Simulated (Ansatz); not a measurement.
Two structures of AlH3Cl2O2, closed shell, reached by relaxing down either side of one saddle point (PBE0-D4/def2-TZVP). Energies are electronic, without zero-point energy. Ansatz 0.2.0; basis: def2-TZVPP and def2-QZVPP; cores frozen in the correlated methods. Extrapolation: Hartree–Fock as exp(−7.88 √X), correlation as X^−2.97. First:

Al1  (-0.715, -0.801, 0.209)
H2  (-2.055, -0.496, 0.955)
Cl3  (-0.718, -1.799, -1.660)
Cl4  (1.021, -1.161, 1.419)
H5  (0.430, 0.740, -1.397)
O6  (-0.044, 0.890, -0.562)
O7  (0.841, 1.663, 0.235)
H8  (1.240, 0.964, 0.801)
(Å)

Second:

Al1  (0.627, -0.731, 0.393)
H2  (-2.240, 0.699, -0.082)
Cl3  (0.262, -1.798, -1.361)
Cl4  (-0.325, -1.261, 2.156)
H5  (-2.193, 0.277, -0.697)
O6  (2.033, 0.324, 0.420)
O7  (0.830, 1.127, 0.047)
H8  (1.005, 1.363, -0.876)
(Å)

Task: Which bonds change from the first to the second?

Result: AlH₃Cl₂O₂ ([OH][OH][AlH]([Cl])[Cl]) → AlHCl₂O₂ ([Cl][Al]1([Cl])[O][OH]1) + H₂; bonds formed: Al1–O7, H2–H5; dative contacts that become bonds: Al1–O6; bonds broken: Al1–H2, H5–O6.

Task: Give the saddle point's structure and its height above each. (An estimate is asked for; the value comes from the calculation.)

Result: The calculation gives: 1.075 eV above the first and 1.359 eV above the second (CCSD(T) at an estimated basis limit (MP2 extrapolated from triple and quadruple zeta, plus CCSD(T) − MP2 in triple zeta)).
```json
{"atom": "Al1", "x (Å)": "-0.3488", "y (Å)": "-0.9313", "z (Å)": "0.2778"}
{"atom": "H2", "x (Å)": "-1.7166", "y (Å)": "0.1323", "z (Å)": "0.0823"}
{"atom": "Cl3", "x (Å)": "0.0008", "y (Å)": "-2.0592", "z (Å)": "-1.4341"}
{"atom": "Cl4", "x (Å)": "-0.2706", "y (Å)": "-1.7906", "z (Å)": "2.1728"}
{"atom": "H5", "x (Å)": "-0.8832", "y (Å)": "0.7834", "z (Å)": "-0.0328"}
{"atom": "O6", "x (Å)": "0.3236", "y (Å)": "0.8017", "z (Å)": "0.2047"}
{"atom": "O7", "x (Å)": "1.2296", "y (Å)": "1.1493", "z (Å)": "-0.8348"}
{"atom": "H8", "x (Å)": "1.6651", "y (Å)": "1.9142", "z (Å)": "-0.4360"}
```

The T1 diagnostic stays at or below 0.013.

Labels in which every atom is bracketed show which atoms are joined, not bond orders.

For scale, one of the runs: CCSD(T)/def2-TZVPP, 230 basis functions, launched by `ansatz run in.yaml --threads 4 --pin off --events-out ev --progress --plain --max-ram 9574MiB`. Time: 2.2 min of wall clock on 4 CPU threads of an Intel Xeon; the host was shared. Peak host memory: 3.7 GiB.
